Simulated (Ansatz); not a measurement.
`CN(C)[SiH]` → 2 C• + 7 H• + N• + Si•  (atomization)

Gas-phase electronic energies from Ansatz, PBE0-D4/def2-TZVP geometries. CBS: MP2 limit from def2 TZ/QZ plus the TZ coupled-cluster correction, frozen cores. This one scheme is used for every species, atoms too. Functionals use def2-TZVPP. Open shells (•) are unrestricted, without spin–orbit coupling. Spin–orbit coupling would lower the free atoms: a little for C, Si.

```tsv
level	ΔE (eV)	difference from CCSD(T)/CBS
PBE-D4	41.65	0.75
PBE0-D4	40.97	0.07
ωB97X-V	41.06	0.16
ωB97M-V	41.12	0.22
PBE-QIDH	40.54	-0.36
revPBE	40.04	-0.86
r2SCAN	40.73	-0.17
r2SCAN0	40.21	-0.69
HF/def2-SVP	29.75	-11.15
MP2/def2-TZVPP	40.09	-0.81
SCS-MP2/def2-TZVPP	40.25	-0.65
CCSD(T)/def2-TZVPP	39.86	-1.04
MP2/def2-QZVPP	40.72	-0.18
SCS-MP2/def2-QZVPP	40.96	0.06
HF/CBS(def2)	29.54	-11.36
MP2/CBS(def2)	41.14	0.24
CCSD(T)/CBS	40.90	0
```

Largest T1 diagnostic among the species: 0.015.

From PBE to PBE0 (25 % exact exchange), in def2-TZVPP and without D4, ΔE moves by −0.65 eV: exact exchange takes away binding that semilocal exchange gives to molecules. In def2-TZVPP, CCSD(T) changes the Hartree–Fock value by +10.40 eV (the triples alone add +0.57 eV) and MP2 by +10.63 eV; breaking electron pairs costs correlation energy, which Hartree–Fock lacks.

For atomizations the MP2-based limit and the directly extrapolated one differ by several kJ/mol either way, and by 10 to 25 for some Ge, Se and Sn compounds, so smaller differences from it don't rank the levels.
